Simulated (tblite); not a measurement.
C14H12O2.
SMILES with atom numbers: `[OH:1]/[C:2](=[CH:3]/[c:4]1[cH:5][cH:6][cH:7][cH:8][cH:9]1)[c:10]1[cH:11][cH:12][c:13]([OH:14])[cH:15][cH:16]1` (hydrogens: H17 on O1; H18 on C3; H19 on C5; H20 on C6; H21 on C7; H22 on C8; H23 on C9; H24 on C11; H25 on C12; H26 on O14; H27 on C15; H28 on C16)

The geometry is computed with GFN2-xTB (gas phase).

(1) What internal coordinates does the optimisation give?

## Answers

(1) 
```
            bond  length (bohr)
           O1–C2          2.584
           C2=C3          2.535
           C3–C4          2.753
    C4–C5, C4–C9          2.637
    C5–C6, C8–C9          2.610
    C6–C7, C7–C8          2.618
          C2–C10          2.779
C10–C11, C10–C16          2.632
C11–C12, C15–C16          2.607
C12–C13, C13–C15          2.629
         C13–O14          2.570
          O1–H17          1.824
          C3–H18          2.053
  C5–H19, C9–H23          2.042
  C6–H20, C8–H22          2.042
          C7–H21          2.041
C11–H24, C16–H28          2.039
C12–H25, C15–H27          2.041
         O14–H26          1.823
```

Bonds in one row agree within 0.02 bohr and their mean is given. A selection of angles:
```
      angle  degrees
   O1–C2–C3    121.5
  O1–C2–C10    112.2
  C3–C2–C10    126.3
   C2–C3–C4    127.5
   C3–C4–C5    119.2
   C3–C4–C9    122.3
   C5–C4–C9    118.4
   C4–C5–C6    120.9
   C5–C6–C7    120.1
   C6–C7–C8    119.6
 C2–C10–C11    119.8
 C2–C10–C16    121.2
C11–C10–C16    118.9
C10–C11–C12    120.6
C11–C12–C13    120.1
C12–C13–O14    122.2
C12–C13–C15    119.5
O14–C13–C15    118.3
  H17–O1–C2    109.9
H26–O14–C13    109.9
```

Torsions: O1–C2–C3–C4 174° (antiperiplanar); C2–C3–C4–C5 148° (anticlinal); O1–C2–C10–C11 -41° (synclinal); H17–O1–C2–C3 -2° (synperiplanar); H26–O14–C13–C12 0° (synperiplanar). The mirror-image conformer, all signs reversed, is as good.

The C–C distances run from 1.342 Å (C2=C3, drawn double) to 1.471 Å (C2–C10, drawn single), a spread of 0.129 Å. The 6-membered ring C4–C5–C6–C7–C8–C9 has internal angles of 118.4° to 120.9° (sum 720°, against 720° for a flat polygon); it is planar, 0.01 Å rms from its mean plane, widest ring torsion 2°. Of the pairs four or more bonds apart, C10···H23 is among the closest relative to their van der Waals radii: 2.62 Å, 90 % of the sum of Bondi's values. The 6-membered ring C10–C11–C12–C13–C15–C16 has internal angles of 118.9° to 120.6° (sum 720°, against 720° for a flat polygon); it is planar, 0.01 Å rms from its mean plane, widest ring torsion 2°.

Point group: C1 (no symmetry element, even within 0.4 Å). Its GFN2-xTB frequencies are all real (lowest 31 cm⁻¹). The numbers are those of one conformer (H–O1–C2–C3 -2°, C2–C3–C4–C5 148°, O1–C2–C10–C11 -41°, C12–C13–O14–H 0°).
